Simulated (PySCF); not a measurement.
C2H5FOSi2, SMILES O=C1C[SiH2][Si@@H]1F. Atoms are numbered in the order given.

```xyz
11

O     -1.7479     1.6642    -0.2376
C     -0.8935     0.8203    -0.3220
C      0.1288     0.6749    -1.4657
Si     1.6358     0.0073    -0.4593
Si    -0.1517    -0.4408     1.0112
F     -0.7668    -1.9500     0.8648
H     -0.2072    -0.1695    -2.0995
H      0.2064     1.5744    -2.0954
H      2.5599     1.0874    -0.0139
H      2.3781    -1.0968    -1.1232
H     -0.2425    -0.0608     2.4475
```
Charge 0, spin multiplicity 1.

Coordinates come from a B3LYP-D3(BJ)/def2-SVP optimisation. The structure was generated by enumeration; whether it is a known compound was not checked.

Two levels are set side by side: PBE/pcSseg-1 (PySCF) and PBE0/pcSseg-1 (PySCF). GIAO shifts against CFCl3 (¹⁹F), H2O (¹⁷O), TMS (²⁹Si), TMS (¹H), TMS (¹³C) at the same level; non-relativistic, no solvent, atoms listed together averaged. Differences are taken from unrounded values.

```tsv
quantity	PBE
δ(¹⁷O) of O1 (ppm)	798.6
δ(¹³C) of C2 (ppm)	230.5
δ(¹³C) of C3 (ppm)	60.1
δ(²⁹Si) of Si4 (ppm)	-98.8
δ(²⁹Si) of Si5 (ppm)	59.3
δ(¹⁹F) of F6 (ppm)	-249.9
δ(¹H) of H11 (ppm)	6.79
```

Q: These are the PBE values. What does PBE0 give? (The exact figures need the calculation; the answer reports its results.)

A: 
```csv
quantity,PBE0,PBE minus PBE0
δ(¹⁷O) of O1 (ppm),819.3,-20.7
δ(¹³C) of C2 (ppm),232.8,-2.3
δ(¹³C) of C3 (ppm),57.2,2.9
δ(²⁹Si) of Si4 (ppm),-91.4,-7.5
δ(²⁹Si) of Si5 (ppm),54.4,4.9
δ(¹⁹F) of F6 (ppm),-230.0,-19.9
δ(¹H) of H11 (ppm),6.47,0.32
```

Rough cost on one machine, each run with all the roots and properties that it gave: PBE0 against PBE within a factor of 2.
